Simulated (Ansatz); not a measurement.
C2H6O2Si (`O=CC(O)[SiH3]`). The species carries charge 0 and has multiplicity 1.

Z-matrix (Å, degrees):
```
C
C 1 1.484
Si 1 1.918 2 110.6
O 1 1.399 2 111.7 3 -121.0
H 1 1.102 2 107.6 3 116.4
O 2 1.207 1 121.5 3 114.9
H 2 1.107 1 116.8 3 -64.5
H 3 1.481 1 107.5 2 179.7
H 3 1.488 1 110.0 2 60.3
H 3 1.483 1 108.7 2 -60.3
H 4 0.971 1 105.2 2 3.0
```

**Question.** List the harmonic frequencies (cm⁻¹, unscaled) at PBE0-D4/def2-TZVP in Ansatz. (Estimate.)

**Answer.** The calculation gave: 121, 149, 198, 294, 335, 471, 533, 605, 715, 804, 906, 913, 938, 943, 983, 1139, 1162, 1286, 1371, 1415, 1797, 2221, 2250, 2261, 2958, 2996, 3688.

**Question.** Is this a minimum?

**Answer.** Yes, all 27 modes are real.

**Question.** Give the ideal-gas thermochemistry at 298.15 K and 1 bar (rigid rotor, harmonic oscillator; point group C1, symmetry number 1).

**Answer.** Zero-point energy 200.1 kJ/mol; H(298) − E = 220.0 kJ/mol; entropy 333.0 J/(mol·K), of which translation 165.0, rotation 110.9, vibration 57.1; G(298) − E = 120.7 kJ/mol.

**Question.** And at 400, 500, 600, 800 and 1000 K?

**Answer.** 
```
T (K)  H − E (kJ/mol)  S (J/mol/K)  G − E (kJ/mol)
  400           231.9        367.1            85.0
  500           245.7        397.7            46.8
  600           261.1        425.9             5.6
  800           296.1        476.1           -84.8
 1000           335.0        519.4          -184.4
```

**Question.** Rotational constants (cm⁻¹)?

**Answer.** 0.2282, 0.08923, 0.07224.
